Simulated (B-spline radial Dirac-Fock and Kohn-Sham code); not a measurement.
**Radiative decay of the L1 hole in Cu²⁺**

System: Cu²⁺, configuration [Ar] 3d9, inside a Watson sphere of charge -2 and radius 1.6 Å (a model of the Madelung potential; inside it an electron's potential energy is raised by 18.0 eV).

Input file task.json (cfg lists n, l and occupation; rrms is the nuclear radius in fm):

```json
{"items": [{
  "Z": 29,
  "q": 2,
  "cfg": [[1, 0, 2], [2, 0, 2], [2, 1, 6], [3, 0, 2], [3, 1, 6], [3, 2, 9]],
  "A": 63,
  "rrms": 3.8823,
  "watson": [-2, 1.6],
  "do": ["binding", "quiet", "decay"],
  "holes": ["K", "L1", "L2", "L3", "M1", "M2", "M3"]
}]}
```

Launch: `python xray_run.py task.json out`

These are calculated numbers from a radial finite-basis atomic code; the model is a relativistic independent-particle model: LDA orbitals of the hole state, radiative multipoles to third order, Auger rates from the Coulomb interaction with a continuum orbital, Dirac-Fock energies.

```csv
line,multipole,energy (eV),width (meV),share (%)
L1-L2,E1,147.5,0.0330,0.660
L1-L3,E1,167.5,0.0989,1.98
L1-M2,E1,1022.5,1.71,34.1
L1-M3,E1,1025.0,3.15,63.0
L1-M4,E2,1100.8,0.00531,0.106
L1-M5,E2,1101.1,0.00789,0.158
```

The listed lines hold 100.0 % of the radiative rate. The radiative width is 0.00500 eV in the length form and 0.00493 eV in the velocity form; the two differ because the transition energies are not eigenvalue differences of the potential that gave the orbitals.
